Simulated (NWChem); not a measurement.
System: MgH2Se; SMILES [MgH][SeH]

The following NWChem deck was run.

```
start job
memory heap 200 mb stack 900 mb global 1100 mb
geometry units angstroms noautoz
  Mg     0.125659    -1.618347    -0.001842
  H      0.177771    -3.319836    -0.004396
  Se     0.085723     0.837311     0.001456
  H     -1.401190     0.775620    -0.001743
end
basis spherical
  Mg library def2-tzvp
  H library def2-tzvp
  Se library def2-tzvp
end
dft
  xc b3lyp
  iterations 150
  mulliken
end
task dft energy
```

Parts of the log:

```
             Northwest Computational Chemistry Package (NWChem) 7.3.0
             --------------------------------------------------------

 CS  symmetry detected

                             Geometry "geometry" -> ""
                             -------------------------

 Output coordinates in angstroms (scale by  1.889725989 to convert to a.u.)

  No.       Tag          Charge          X              Y              Z
 ---- ---------------- ---------- -------------- -------------- --------------
    1 Mg                  12.0000     0.01704746    -1.75476222     0.00000000
    2 H                    1.0000     0.02844886    -3.45701277     0.00000000
    3 Se                  34.0000     0.03585566     0.70115069     0.00000000
    4 H                    1.0000    -1.45211084     0.67503607     0.00000000

 Effective nuclear repulsion energy (a.u.)     110.4135182695

      Symmetry information
      --------------------

 Group name             Cs
 Group number              2
 Group order               2
 No. of unique centers     4

                                 NWChem DFT Module
                                 -----------------

 Summary of "ao basis" -> "ao basis" (spherical)
 ------------------------------------------------------------------------------
       Tag                 Description            Shells   Functions and Types
 ---------------- ------------------------------  ------  ---------------------
 Mg                        def2-tzvp                12       32   5s4p3d
 H                         def2-tzvp                 4        6   3s1p
 Se                        def2-tzvp                16       48   6s5p4d1f

      Symmetry analysis of basis
      --------------------------

        a'         64
        a"         28

            General Information
            -------------------
          SCF calculation type: DFT
          Wavefunction type:  closed shell.
          No. of atoms     :     4
          No. of electrons :    48
           Alpha electrons :    24
            Beta electrons :    24
          Charge           :     0
          Spin multiplicity:     1
          Use of symmetry is: on ; symmetry adaption is: on
          Maximum number of iterations: 150
          AO basis - number of functions:    92
                     number of shells:    36
          Convergence on energy requested:  1.00D-06
          Convergence on density requested:  1.00D-05
          Convergence on gradient requested:  5.00D-04

              XC Information
              --------------
                         B3LYP Method XC Potential
                     Hartree-Fock (Exact) Exchange  0.200
                        Slater Exchange Functional  0.800 local
                    Becke 1988 Exchange Functional  0.720 non-local
              Lee-Yang-Parr Correlation Functional  0.810
                  VWN I RPA Correlation Functional  0.190 local

             Grid Information
             ----------------
          Grid used for XC integration:  medium
          Radial quadrature: Mura-Knowles
          Angular quadrature: Lebedev.
          Tag              B.-S. Rad. Rad. Pts. Rad. Cut. Ang. Pts.
          ---              ---------- --------- --------- ---------
          Mg                  1.50       88          10.0       590
          H                   0.35       45          12.0       434
          Se                  1.15      112          11.0       590
          Grid pruning is: on
          Number of quadrature shells:   290
          Spatial weights used:  Erf1

      Superposition of Atomic Density Guess
      -------------------------------------

 Sum of atomic energies:       -2600.41277615

      Non-variational initial energy
      ------------------------------

 Total energy =   -2600.601223
 1-e energy   =   -3843.851731
 2-e energy   =    1132.836989
 HOMO         =      -0.301665
 LUMO         =      -0.021181

      Symmetry analysis of molecular orbitals - initial
      -------------------------------------------------

  Numbering of irreducible representations:

     1 a'          2 a"

  Orbital symmetries:

     1 a'          2 a'          3 a'          4 a'          5 a"
     6 a'          7 a'          8 a'          9 a'         10 a"
    11 a'         12 a'         13 a'         14 a"         15 a"
    16 a'         17 a'         18 a'         19 a"         20 a'
    21 a'         22 a'         23 a'         24 a"         25 a'
    26 a'         27 a"         28 a'         29 a'         30 a'
    31 a"         32 a'         33 a"         34 a'

     ---------------------------------------------
      Total Density - Mulliken Population Analysis
     ---------------------------------------------

    Atom       Charge   Shell Charges
 -----------   ------   -------------------------------------------------------
    1 Mg  12    11.25   2.00  0.71  1.27  0.71  0.23  5.11  0.88  0.18  0.10  0.00  0.03  0.03
    2 H    1     1.18   0.20  0.58  0.39  0.00
    3 Se  34    34.80   2.00  2.00  1.16  0.78  0.99  0.94  6.00  5.94  1.02  2.56  1.37  8.96  1.04 -0.00  0.04  0.00
    4 H    1     0.77   0.18  0.41  0.16  0.02

   convergence    iter        energy       DeltaE   RMS-Dens  Diis-err
 ---------------- ----- ----------------- --------- --------- ---------
 d= 0,ls=0.0,diis     1  -2602.8854074580 -2.71D+03  6.61D-03  5.92D-01
 d= 0,ls=0.0,diis     2  -2602.8944236677 -9.02D-03  4.69D-03  2.43D-01
 d= 0,ls=0.0,diis     3  -2602.9137933119 -1.94D-02  1.75D-03  6.04D-02
 d= 0,ls=0.0,diis     4  -2602.9206110617 -6.82D-03  1.89D-04  4.35D-04
 d= 0,ls=0.0,diis     5  -2602.9206622447 -5.12D-05  4.11D-05  3.38D-05
  Resetting Diis
 d= 0,ls=0.0,diis     6  -2602.9206669431 -4.70D-06  1.20D-05  1.40D-06
 d= 0,ls=0.0,diis     7  -2602.9206671790 -2.36D-07  3.54D-06  5.91D-08

         Total DFT energy =    -2602.920667178964
      One electron energy =    -3845.280408622100
           Coulomb energy =     1236.392447702648
    Exchange-Corr. energy =     -104.446224529038
 Nuclear repulsion energy =      110.413518269527

 Numeric. integr. density =       48.000021772825

                  Occupations of the irreducible representations
                  ----------------------------------------------

                     irrep           alpha         beta
                     --------     --------     --------
                     a'               18.0         18.0
                     a"                6.0          6.0

                       DFT Final Molecular Orbital Analysis
                       ------------------------------------

 Vector   22  Occ=2.000000D+00  E=-3.113321D-01  Symmetry=a'
              MO Center=  7.4D-03, -1.9D+00, -1.3D-15, r^2= 4.3D+00
   Bfn.  Coefficient  Atom+Function         Bfn.  Coefficient  Atom+Function
  ----- ------------  ---------------      ----- ------------  ---------------
     4      0.482747  1 Mg s                 34      0.233768  2 H  s
     3     -0.212818  1 Mg s                 55     -0.205142  3 Se py
    44     -0.157800  3 Se s                 49      0.152804  3 Se py
    33      0.136894  2 H  s                 52     -0.137346  3 Se py
    58     -0.128351  3 Se py                35      0.107162  2 H  s

 Vector   23  Occ=2.000000D+00  E=-2.686114D-01  Symmetry=a'
              MO Center=  1.0D-02, -8.0D-01, -5.4D-16, r^2= 5.2D+00
   Bfn.  Coefficient  Atom+Function         Bfn.  Coefficient  Atom+Function
  ----- ------------  ---------------      ----- ------------  ---------------
    55      0.371813  3 Se py                58      0.263606  3 Se py
    49     -0.250131  3 Se py                52      0.219226  3 Se py
    34      0.211270  2 H  s                 35      0.175995  2 H  s
    13     -0.173936  1 Mg py                 7      0.131225  1 Mg py
    33      0.118743  2 H  s                 43      0.090981  3 Se s

 Vector   24  Occ=2.000000D+00  E=-2.392322D-01  Symmetry=a"
              MO Center=  1.3D-03,  5.6D-01, -2.6D-14, r^2= 2.1D+00
   Bfn.  Coefficient  Atom+Function         Bfn.  Coefficient  Atom+Function
  ----- ------------  ---------------      ----- ------------  ---------------
    56      0.464188  3 Se pz                59      0.363931  3 Se pz
    50     -0.315258  3 Se pz                53      0.282919  3 Se pz
    47      0.096072  3 Se pz                17      0.067445  1 Mg pz
    14      0.062510  1 Mg pz                 8     -0.039981  1 Mg pz
    76     -0.034581  3 Se d -1              24      0.028157  1 Mg d -1

 Vector   25  Occ=0.000000D+00  E=-4.502410D-02  Symmetry=a'
              MO Center= -1.2D-01, -1.2D+00,  1.6D-14, r^2= 6.1D+00
   Bfn.  Coefficient  Atom+Function         Bfn.  Coefficient  Atom+Function
  ----- ------------  ---------------      ----- ------------  ---------------
     5      0.811610  1 Mg s                 44     -0.427008  3 Se s
     4      0.406552  1 Mg s                 35     -0.332194  2 H  s
    58      0.294636  3 Se py                16      0.231306  1 Mg py
    89      0.191236  4 H  s                 55      0.178196  3 Se py
     3     -0.167689  1 Mg s                 43     -0.164923  3 Se s

 Vector   26  Occ=0.000000D+00  E=-3.397588D-02  Symmetry=a'
              MO Center=  1.0D-01, -1.7D+00,  3.9D-16, r^2= 5.4D+00
   Bfn.  Coefficient  Atom+Function         Bfn.  Coefficient  Atom+Function
  ----- ------------  ---------------      ----- ------------  ---------------
    15      0.832186  1 Mg px                12      0.250404  1 Mg px
    89      0.236334  4 H  s                  6     -0.154202  1 Mg px
    44     -0.144683  3 Se s                 88      0.101572  4 H  s
    75     -0.067958  3 Se d -2              87      0.053351  4 H  s
    43     -0.048553  3 Se s                  4     -0.043204  1 Mg s

[...]
```

Level: B3LYP/def2-TZVP. Coordinates come from a PBE-D3(BJ)/def2-SVP optimisation.
